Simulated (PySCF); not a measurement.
Polarisability and C₆ of O⁻ (oxygen, charge -1)

[He] 2s2 2p5, 2P determinant. Calculation: PySCF 2.14, in dyall-av3z (15s9p3d2f, 71 functions); scalar relativity by spin-free X2C-1e. Coupled (time-dependent) response in atomic units; α is the mean over directions.

| method | mean α (bohr³) | α xx, yy, zz | C₆ (like pair) | S(−4) |
| --- | --- | --- | --- | --- |
| UHF | 12.68 | 8.296, 14.87, 14.87 | 54.36 | 146.1 |
| BHandHLYP | 14.27 | 9.147, 16.84, 16.84 | 62.55 | 193.1 |

S(−4) is the Cauchy moment in α(ω) = α(0) + S(−4) ω² + …

α(iu) at UHF:

```tsv
u (hartree)	α(iu) (bohr³)
0	12.68
0.0500	12.33
0.100	11.48
0.200	9.498
0.300	7.911
0.500	5.792
0.750	4.116
1.00	3.019
1.50	1.777
2.00	1.158
3.00	0.6018
5.00	0.2489
```

A single London oscillator, α(iu) = α/(1 + u²/ω²), gives C₆ = (3/4) ω α². Matching the computed C₆ needs ω = 4 × 54.36 / (3 × 12.68²) = 0.451 hartree.

For an ion, C₆ is the dispersion term alone; charge-induced terms of lower order in 1/R come first.

The components differ because the open shell of this determinant is not spherical; for a pure term their mean is the scalar polarisability.
